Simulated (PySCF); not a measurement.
Trends in electronic spectra. The calculation used TDDFT CAM-B3LYP/def2-SVPD, vertical, gas phase, core orbitals frozen in the response in PySCF 2.14.0, density-fitted response routines. Geometries: PBE0-D3(BJ)/def2-SVP; one conformer of each isolated species. Triplets are in the Tamm–Dancoff approximation.

Question: Rank by computed lowest singlet excitation energy, highest first.
A. `N([SiH2]N)B`
B. `C[C@@H]1CC2(CC2)[C@@H]1B(O)O`
C. `[O]=[Ti]=[O]`
D. `OB([C@H]1[C@H]2C[C@@H](CC1)C2)O`

Answer: D (7.43 eV), B (7.09 eV), A (6.66 eV), C (3.03 eV).

| SMILES | S1 (eV) | gap (eV) | first f ≥ 0.01 (nm) | T1 (eV) | f (S1) | S1 mainly |
| --- | --- | --- | --- | --- | --- | --- |
| OB(O)[C@@H]1CC[C@H]2C[C@@H]1C2 | 7.43 | 10.01 | 167 | 7.20 | 0.027 | H→L (78%) |
| C[C@@H]1CC2(CC2)[C@@H]1B(O)O | 7.09 | 9.38 | 175 | 6.97 | 0.028 | H→L (83%) |
| BN[SiH2]N | 6.66 | 10.09 | 186 | 6.14 | 0.037 | H→L (61%) |
| [O]=[Ti]=[O] | 3.03 | 6.64 | 290 | 2.92 | 0.007 | H→L (79%) |

H and L stand for HOMO and LUMO.

- `OB(O)[C@@H]1CC[C@H]2C[C@@H]1C2`: Löwdin shares by element: HOMO carbon 37% or more, boron 10% (atoms not listed hold the other 53%); LUMO boron 40%, oxygen 22%, hydrogen 6% or more (atoms not listed hold the other 33%).
- `C[C@@H]1CC2(CC2)[C@@H]1B(O)O`: Löwdin shares by element: HOMO carbon 66% or more (atoms not listed hold the other 34%); LUMO boron 38%, oxygen 24%, hydrogen 10% or more (atoms not listed hold the other 29%).
- `BN[SiH2]N`: Löwdin shares by element: HOMO nitrogen 65%, silicon 12%, hydrogen 8% or more (atoms not listed hold the other 15%); LUMO boron 27%, silicon 21%, hydrogen 10% or more, nitrogen 9% or more (atoms not listed hold the other 33%).
- `[O]=[Ti]=[O]`: for S1 the Löwdin share of titanium is 6% in HOMO and 84% in LUMO (ligand-to-metal charge transfer by this measure).
